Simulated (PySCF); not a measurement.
A calculated (PBEsol, PySCF 2.14, ANO-RCC-VTZP, the spin-free X2C one-electron Hamiltonian (Gaussian nucleus)) atom or ion has these occupied shells.

| shell | electrons | orbital energy (eV) | rms radius, mean of both spins (bohr) |
| --- | --- | --- | --- |
| 1s β | 1 | -67101.7 | 0.0211 |
| 1s α | 1 | -67101.7 | 0.0211 |
| 2s α | 1 | -11527.4 | 0.0854 |
| 2s β | 1 | -11527.3 | 0.0854 |
| 2p α | 3 | -10137.9 | 0.0775 |
| 2p β | 3 | -10137.8 | 0.0775 |
| 3s α | 1 | -2638.5 | 0.219 |
| 3s β | 1 | -2638.5 | 0.219 |
| 3p α | 3 | -2222.8 | 0.220 |
| 3p β | 3 | -2222.7 | 0.220 |
| 3d α | 5 | -1721.5 | 0.201 |
| 3d β | 5 | -1721.4 | 0.201 |
| 4s α | 1 | -534.05 | 0.488 |
| 4s β | 1 | -533.96 | 0.488 |
| 4p α | 3 | -396.85 | 0.520 |
| 4p β | 3 | -396.77 | 0.520 |
| 4d α | 5 | -217.27 | 0.564 |
| 4d β | 5 | -217.16 | 0.564 |
| 5s α | 1 | -69.230 | 1.17 |
| 5s β | 1 | -67.877 | 1.17 |
| 5p α | 3 | -36.513 | 1.39 |
| 5p β | 3 | -34.586 | 1.39 |
| 4f α | 7 | -20.645 | 0.729 |
| 4f β | 7 | -20.323 | 0.729 |
| 5d α | 5 | -2.221 | 2.68 |

**Question.** Name the element and its charge.

**Answer.** Ta (tantalum, neutral), in [Xe] 4f14 5d5, high-spin 6S determinant (an excited configuration).
